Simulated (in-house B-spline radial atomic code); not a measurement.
Radial electron density of neutral gadolinium, [Kr] 4d10 4f8 5s2 5p5 5d1 6s2. Method: Dirac-Kohn-Sham LDA VWN5, spherical fractional occupations, Fermi nucleus of rms radius 5.1569 fm, inside a hard spherical wall at 1.99 bohr. Calculated with a B-spline radial code for spherical atoms.

Columns: r (bohr), 4πr²n(r) (electrons per bohr), bar.

```
0.000793    2.843 #
0.000956    3.878 ##
 0.00115    5.248 ##
 0.00139    7.118 ###
 0.00167    9.503 ####
 0.00201    12.63 #####
 0.00243    16.74 #######
 0.00292    21.76 ########
 0.00352    28.04 ###########
 0.00425    35.65 ##############
 0.00512    44.35 #################
 0.00616    53.87 #####################
 0.00743    63.88 #########################
 0.00895    73.32 #############################
  0.0108    81.19 ################################
   0.013    86.17 ##################################
  0.0156    87.55 ##################################
  0.0189    85.31 #################################
  0.0227    81.08 ################################
  0.0274    77.52 ##############################
   0.033    78.28 ##############################
  0.0397    85.38 #################################
  0.0479     97.7 ######################################
  0.0577    109.3 ###########################################
  0.0695      113 ############################################
  0.0837    105.6 #########################################
   0.101    92.24 ####################################
   0.122    84.96 #################################
   0.146    89.96 ###################################
   0.176    99.39 #######################################
   0.213    96.02 #####################################
   0.256    74.94 #############################
   0.309     50.9 ####################
   0.372    42.82 #################
   0.448    48.09 ###################
    0.54    49.96 ###################
    0.65    41.56 ################
   0.784     30.5 ############
   0.944    23.24 #########
    1.14    18.42 #######
    1.37    15.06 ######
    1.65    8.467 ###
    1.97  0.04172
```

On this grid the curve has 4 maxima, near 0.0156, 0.0695, 0.176, 0.54 bohr.

The 4f7/2 radial function P(r) = rR(r), positive near the nucleus, with its small component Q(r) (sign convention: Q ≈ (P' + κP/r)/2c):

```
r (bohr)         P           Q
  0.0274  0.001084  -5.817e-05
  0.0397   0.00397   -0.000206
  0.0577   0.01369    -0.00068
  0.0837   0.04274   -0.002004
   0.122    0.1195   -0.005198
   0.176    0.2792    -0.01106
   0.256    0.5496    -0.01938
   0.372    0.8608     -0.0264
    0.54     1.048    -0.02694
   0.784     1.007    -0.02051
    1.14    0.7899    -0.01261
    1.65    0.3685   -0.006906
```
